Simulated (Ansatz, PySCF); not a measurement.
Three-fold rotor about S2–Si3 in CH6SSi (SMILES CS[SiH3]); single points on GFN2-xTB geometries with the dihedral held.
Staggered geometry (60°) (charge 0, multiplicity 1):
```xyz
9

C      1.51335    -0.08899     0.10735
S      0.31031     0.72869    -0.98869
Si    -1.51861     0.11518    -0.06148
H      1.36136    -1.16352     0.08056
H      2.50010     0.15550    -0.27054
H      1.40035     0.28649     1.11967
H     -1.51593     0.61168     1.31133
H     -1.55358    -1.34419    -0.06187
H     -2.54276     0.71818    -0.89131
```

Cores are frozen in the correlated methods. CBS: X⁻³ extrapolation of the correlation energy, Hartree–Fock from the larger set. MP2 and its Hartree–Fock in cc-pV(Q+d)Z are density fitted. Rows in 6-31G* carry no dispersion term and start afresh at each structure (6-31G* with six Cartesian d functions).

Programs: Ansatz (Gaussian basis) for Hartree–Fock, density functionals and correlated methods; PySCF for 6-31G* rows. Values without a source in brackets are computed.

Energies above the staggered point (kcal/mol):

| dihedral (°) | PBE/def2-TZVPP | B3LYP/6-31G* | MP2/CBS(cc-pV(T+d)Z, cc-pV(Q+d)Z) + ΔCCSD(T)/cc-pV(T+d)Z |
|---|---|---|---|
| 0 | 1.690 | 1.656 | 1.669 |
| 20 | 1.226 | 1.197 | 1.220 |
| 40 | 0.387 | 0.376 | 0.391 |
| 60 | 0.000 | 0.000 | 0.000 |
| 80 | 0.369 | 0.351 | 0.381 |
| 100 | 1.214 | 1.179 | 1.213 |
| 120 | 1.686 | 1.651 | 1.664 |

Moments of inertia of the two ends about the bond: 54.070 and 5.889 u Å².

Problem. Fit V = V₃/2 (1 − cos 3φ) + V₆/2 (1 − cos 6φ), φ counted from the staggered point, and estimate the harmonic torsional frequency.

Solution. 
V₃ is the energy at φ = 60°; at φ = 20° (mean of both sides) V = 0.25 V₃ + 0.75 V₆. The reduced moment I₁I₂/(I₁ + I₂) = 5.311 u Å² gives F = 16.8576/I = 3.174 cm⁻¹ (a rough rule where the frame isn't a symmetric top). Near the minimum V = kφ²/2 with k = (9V₃ + 36V₆)/2, and ω = √(2Fk), with 1 kcal/mol = 349.755 cm⁻¹.
- PBE/def2-TZVPP: V₃ = 1.69, V₆ = -0.060 kcal/mol, k = 2283 cm⁻¹/rad², ω = 120 cm⁻¹
- B3LYP/6-31G*: V₃ = 1.66, V₆ = -0.067 kcal/mol, k = 2183 cm⁻¹/rad², ω = 118 cm⁻¹
- MP2/CBS(cc-pV(T+d)Z, cc-pV(Q+d)Z) + ΔCCSD(T)/cc-pV(T+d)Z: V₃ = 1.67, V₆ = -0.042 kcal/mol, k = 2365 cm⁻¹/rad², ω = 123 cm⁻¹

Ansatz is an electronic-structure program.
